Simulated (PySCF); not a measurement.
Predicted microwave data (PBE0/pcSseg-1 in PySCF (dipole) on a GFN2-xTB geometry, gas phase) for one isomer of C6H9PS2:

* Rotational constants: A = 1801, B = 676.4, C = 516.1 MHz
* Dipole components: |μa| = 2.75 D, |μb| = 3.03 D, |μc| = 0.29 D
* Inertial defect: -48.42 u·Å²
* κ: -0.75

Question: Which candidate fits, each taken in the one conformer that was computed?
A. `[CH3:1][P:2]([CH3:3])(=[S:4])[c:5]1[cH:6][cH:7][s:8][cH:9]1` with C1–P2–C5–C6 180°
B. `[CH3:1][S:2][c:3]1[p:4][c:5]([CH3:6])[c:7]([CH3:8])[s:9]1` with C1–S2–C3–P4 0°
C. `[CH3:1][CH2:2][P@@H:3](=[S:4])[c:5]1[cH:6][cH:7][cH:8][s:9]1` with C1–C2–P3–S4 59°, C2–P3–C5–C6 -130°

Answer: C. It is CC[P@@H](=S)c1cccs1, an asymmetric top, point group C1. The candidates at the same level (rigid rotor, commonest isotopes):

| SMILES | A (MHz) | B (MHz) | C (MHz) | μa (D) | μb (D) | μc (D) | Δ (u·Å²) | point group | rotor |
| --- | --- | --- | --- | --- | --- | --- | --- | --- | --- |
| CSc1pc(C)c(C)s1 | 1958 | 719.7 | 531.5 | 1.10 | 0.45 | 0.02 | -9.48 | near Cs | asymmetric top |
| CC[P@@H](=S)c1cccs1 | 1801 | 676.4 | 516.1 | 2.75 | 3.03 | 0.29 | -48.42 | C1 | asymmetric top |
| CP(C)(=S)c1ccsc1 | 1905 | 618.4 | 571.1 | 2.25 | 3.11 | 2.31 | -197.50 | C1 | near-prolate asymmetric top |

`CP(C)(=S)c1ccsc1` has C 11 % too high; `CSc1pc(C)c(C)s1` has A 9 % too high. No structure here is proved a minimum.
